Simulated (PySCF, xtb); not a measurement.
PbBr₂, SMILES [Br][Pb][Br] (connectivity only; charge and spin as stated), neutral, multiplicity 1.

Harmonic wavenumbers (cm⁻¹) from GFN2-xTB (xtb) at its own minimum, in rising order: 59, 188, 202.

What does r2SCAN-D4/def2-SVP in PySCF give at its own minimum? (Estimate from the structure and the level; the computed values follow.)

64, 210, 216. Paired by order, the mean absolute difference is 14 cm⁻¹ and the zero-point energies are 0.6 and 0.7 kcal/mol.
